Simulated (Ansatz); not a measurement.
Born–Oppenheimer molecular dynamics of ClGaH3 (5 atoms, charge 0, multiplicity 2). It starts at the highest image of a converged band. Of that band: Neighbouring images differ by up to 1.4 eV, so the band resolves the path poorly. A vibrational analysis at the climbing image gives 2 clearly imaginary modes (1593i, 203i cm⁻¹): a point of higher order, so a lower path passes nearby.

All numbers below come from UHF/def2-SVP in Ansatz.

```yaml
ensemble: NVE (velocity Verlet)
time_step: 0.5 fs
steps_asked: 200
starting_velocities_drawn_for: 100 K
seed: 4946
```

First frame:

```xyz
5
Properties=species:S:1:pos:R:3
Ga 0.000 0.000 -0.002
Cl 0.000 0.000 2.520
H 1.392 0.000 -0.740
H -1.392 0.000 -0.740
H 0.000 0.000 4.042
```

(1) How far do the bonds stretch over the last three quarters of this one trajectory? (Pairs bonded in most of those frames.)

Results:

(1) 
```
  bond  mean (Å)  spread (Å)  shortest  longest
Ga1–H3     1.599       0.026      1.55     1.65
Ga1–H4     1.600       0.013      1.58     1.62
Cl2–H5     1.294       0.064      1.19     1.39
```

Mean temperature of the second half: 2745 K. The conserved energy stayed within 0.45 meV per atom of its start (net change 0.0036 meV per atom), so the integration is sound. The kinetic energy rose, since the run started high on the potential surface and went downhill. It ends in pieces (ClH + GaH2), so much of that is their flight and rotation, not heat. A run of 0.1 ps of so small a system gives no equilibrium averages.

Run time: 3.6 min on 1 thread of Arm Neoverse V1 (shared host), peak memory 0.15 GiB.
